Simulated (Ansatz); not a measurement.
C2H9ClOSi2, SMILES C[SiH2]O[Si@@H](C)Cl.

Geometry: ωB97X-D3(BJ)/def2-SVP. The structure was generated by enumeration; whether it is a known compound was not checked. One conformer was computed; it need not be the lowest.

Two levels are set side by side: PBE/def2-SVPD (Ansatz, a program for electronic structure) and CAM-B3LYP/def2-SVPD (Ansatz). Energy differences of separate SCF runs at the same geometry; the states with an electron removed or added have multiplicity 2 and 2. Differences are taken from unrounded values.

| quantity | CAM-B3LYP | PBE | PBE minus CAM-B3LYP |
|---|---|---|---|
| vertical ionisation energy (eV) | 10.52 | 9.57 | -0.95 |
| vertical singlet–triplet gap (eV) | 7.74 | 6.51 | -1.23 |
